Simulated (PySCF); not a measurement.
B(Cl)(Br)(Et) (C₂H₅BBrCl), SMILES CCB(Cl)Br. Heavy atoms are numbered as in [B:1]([Cl:2])([Br:3])[CH2:4][CH3:5]. Hydrogens are named by the atom that carries them.

The structure is a stationary point at B3LYP-D3(BJ)/def2-SVP. Other conformers were not sampled.

Computed with B3LYP/pcSseg-1 in PySCF.

GIAO shieldings, no solvent; atoms alike by connectivity are averaged. δ = σ(ref) − σ: ¹¹B against BF3 (σ = 86.3 ppm); ³⁵Cl against HCl (σ = 933.3 ppm); ¹³C against TMS (σ = 181.3 ppm); ¹H against TMS (σ = 31.68 ppm), references at their B3LYP-D3(BJ)/def2-TZVP geometries, non-relativistic (without spin–orbit terms, shifts of atoms bonded to Cl or Br come out too high).

Computed chemical shifts:
```
nucleus     atoms  count  δ (ppm)
-------  --------  -----  -------
¹¹B            B1      1     65.6
³⁵Cl          Cl2      1    308.1
¹³C      C4 (CH2)      1     30.8
¹³C      C5 (CH3)      1     13.9
¹H        H on C4      2     1.99
¹H        H on C5      3     1.43
```
